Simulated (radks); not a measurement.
Values are calculated unless marked as measured or tabulated.
Species: the neodymium ion Nd2+. Configuration: [Xe] 4f3 6s1 (not the ground configuration). Code: a radial shooting solver on a logarithmic mesh with Libxc functionals. Model: Dirac Kohn-Sham, PBEsol, spin-unpolarised, spherical densities, point nucleus; open shells fill j = l - 1/2 first. Some entries of the table are withheld. Estimate them.

| orbital | occ. | eigenvalue (eV) | <r> (bohr) |
|---|---|---|---|
| 1s1/2 | 2 | -43365.77 | 0.02363 |
| 2s1/2 | 2 | -7029.990 | 0.1005 |
| 2p1/2 | 2 | -6652.332 | 0.08424 |
| 2p3/2 | 4 | -6132.649 | 0.09065 |
| 3s1/2 | 2 | -1543.150 | 0.2661 |
| 3p1/2 | 2 | -1381.892 | 0.2558 |
| 3p3/2 | 4 | -1278.188 | 0.2682 |
| 3d3/2 | 4 | -997.2153 | 0.2395 |
| 3d5/2 | 6 | -974.7969 | 0.2434 |
| 4s1/2 | 2 | -324.6735 | 0.6065 |
| 4p1/2 | 2 | -263.7763 | 0.6226 |
| 4p3/2 | 4 | -241.1193 | 0.6506 |
| 4d3/2 | 4 | -140.9492 | 0.6980 |
| 4d5/2 | 6 | -136.9255 | 0.7079 |
| 5s1/2 | 2 | -59.3044 | 1.440 |
| 5p1/2 | 2 | -42.4118 | (1) |
| 5p3/2 | 4 | -39.0545 | (2) |
| 4f5/2 | 3 | (3) | 0.9764 |
| 4f7/2 | 0 | (4) | 0.9867 |
| 6s1/2 | 1 | -15.3369 | 3.499 |

Answer. 
(1) 5p1/2 <r> (bohr): 1.603
(2) 5p3/2 <r> (bohr): 1.683
(3) 4f5/2 eigenvalue (eV): -22.8422
(4) 4f7/2 eigenvalue (eV): -22.3829
